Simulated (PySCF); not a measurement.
Mg(NH2)(OSiH3) (H5MgNOSi), SMILES [O]([SiH3])[Mg][NH2]. Heavy atoms are numbered as in [Mg:1]([NH2:2])[O:5][SiH3:6]. Hydrogens are named by the atom that carries them.

The structure is a stationary point at B3LYP-D3(BJ)/def2-SVP. Other conformers were not sampled.

Computed with HF/pcSseg-1 (PySCF).

GIAO shieldings, no solvent; atoms alike by connectivity are averaged. δ = σ(ref) − σ: ¹⁵N against NH3 (σ = 267.3 ppm); ¹H against TMS (σ = 31.99 ppm); ¹⁷O against H2O (σ = 333.0 ppm); ²⁹Si against TMS (σ = 393.8 ppm), references at their B3LYP-D3(BJ)/def2-TZVP geometries, non-relativistic.

```json
[
 {"nucleus": "¹⁵N", "atoms": "N2 (NH2)", "count": "1", "δ (ppm)": "-46.7"},
 {"nucleus": "¹H", "atoms": "H on Si6", "count": "3", "δ (ppm)": "4.74"},
 {"nucleus": "¹H", "atoms": "H on N2", "count": "2", "δ (ppm)": "-1.18"},
 {"nucleus": "¹⁷O", "atoms": "O5", "count": "1", "δ (ppm)": "-35.6"},
 {"nucleus": "²⁹Si", "atoms": "Si6 (SiH3)", "count": "1", "δ (ppm)": "-50.8"}
]
```
